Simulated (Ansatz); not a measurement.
The same path of CH$_{7}$AlOSeSi (12 atoms, charge 0, multiplicity 1) was run twice with different band settings.

All numbers below come from Ansatz 0.2.0, RKS PBE0-D4/def2-SVP.

Relaxed end points:

```xyz
12
Properties=species:S:1:pos:R:3
C -1.570 0.393 1.343
Se -0.991 1.821 0.134
Si 1.153 1.114 -0.125
O 1.256 -0.309 -0.948
Al 0.721 -1.780 -1.622
H -2.587 0.649 1.666
H -0.915 0.344 2.223
H -1.590 -0.574 0.826
H 1.825 2.211 -0.879
H 1.779 0.923 1.217
H 1.614 -2.435 -2.747
H -0.617 -2.411 -1.055
```

```xyz
12
Properties=species:S:1:pos:R:3
C -1.552 0.377 1.365
Se -0.999 1.815 0.154
Si 1.146 1.126 -0.143
O 1.247 -0.291 -0.978
Al 0.705 -1.770 -1.631
H -2.565 0.628 1.703
H -0.884 0.326 2.235
H -1.575 -0.589 0.843
H 1.802 2.231 -0.898
H 1.790 0.930 1.190
H -0.596 -2.427 -1.007
H 1.557 -2.412 -2.798
```

Common settings: movable images 9; climbing image yes; optimiser quadratic models (default); start path IDPP; force threshold 0.05 eV/Å; end points relaxed.

| run | spring | iteration limit |
| --- | --- | --- |
| 1 | 5.0 eV/Å² | 35 |
| 2 | 2.0 to 10.0 eV/Å², energy-weighted | 37 |

Task: What does each run give, and how far can it be trusted?

Result: Run 1: converged after 15 iterations, highest image 0.032 eV above the first end. A vibrational analysis at the climbing image gives one clearly imaginary mode, 52i cm⁻¹: a first-order saddle point.
Run 2: converged after 16 iterations, highest image 0.032 eV above the first end. Another band between the same ends (9 images) ends at a top of the same energy, where a vibrational analysis finds 1 clearly imaginary mode.
